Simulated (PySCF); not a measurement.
BrGaH3N.

```xyz
6

Ga    -0.4139    -0.8894     0.0000
H     -1.8971    -1.3450     0.0000
Br     0.1341     1.3588     0.0000
N      1.0151    -1.9959     0.0000
H      1.9737    -1.6636     0.0000
H      0.9551    -3.0085     0.0000
```
Charge 0, spin multiplicity 1.

The structure is a stationary point at B3LYP-D3(BJ)/def2-SVP. The structure was generated by enumeration; whether it is a known compound was not checked. One conformer was computed; it need not be the lowest.

Level of theory: PBE/pcSseg-1 run with PySCF. Non-relativistic, no solvent.

Q: Give the absolute GIAO shielding of each atom: isotropic value and principal components (ppm). (An estimate is asked for; the answer gives what the named calculation found.)

A: 
```
atom  σ(iso)     σ11     σ22     σ33   span
----  ------  ------  ------  ------  -----
Ga1   1264.0  1166.3  1272.2  1353.4  187.2
H2      25.3    18.9    19.5    37.5   18.6
Br3   2522.8  2104.0  2625.4  2839.1  735.1
N4     183.5   102.4   205.7   242.4  140.0
H5      28.5    22.4    25.2    38.0   15.6
H6      28.4    22.6    23.4    39.2   16.7
```
